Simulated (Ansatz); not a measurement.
Basis-set extrapolation for `O[SiH][SiH2]O` radical (PBE0-D4/def2-TZVP geometry, frozen core, Ansatz 0.2.0). Multiplicity 2, UHF reference.

|  | def2-TZVPP | def2-QZVPP |
| --- | --- | --- |
| HF | -730.643745 | -730.669840 |
| MP2 correlation | -0.704571 | -0.762244 |
| CCSD(T) correlation | -0.767502 | not run |

Energies in hartree. Use E(X) = E(∞) + A·exp(−7.88·√X) for Hartree–Fock and E(X) = E(∞) + B·X^(−2.97) for correlation, with X = 3 and 4, and add CCSD(T) minus MP2 of the smaller set to the MP2 limit.

**Question.** What is the CCSD(T) energy at the basis-set limit?

**Answer.** HF limit: -730.669840 + (-0.026095) × 0.13774 = -730.67343. MP2 limit: -0.762244 + (-0.057673) × 0.74074 = -0.80496. Higher-order term: -0.767502 − (-0.704571) = -0.06293. Total: -731.54132 hartree, 3.54 eV below CCSD(T)/def2-TZVPP.
